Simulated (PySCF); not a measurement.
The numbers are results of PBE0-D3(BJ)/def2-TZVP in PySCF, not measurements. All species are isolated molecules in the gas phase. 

Reference species (SMILES): `[SiH3][SiH]=C` (neutral, multiplicity 1).

```json
{
 "HOMO–LUMO gap": "5.08 eV",
 "dipole_moment": "0.71 D",
 "LUMO": "-1.53 eV"
}
```

Changed species: `[SiH3]C=[SiH2]`.

Question: Predict the effect on the HOMO–LUMO gap, dipole moment and LUMO.

Answer: the HOMO–LUMO gap goes up by 0.16 eV, to 5.24 eV; the dipole moment rises by 1.07 D, to 1.78 D; the LUMO decreases by 0.11 eV, to -1.64 eV.
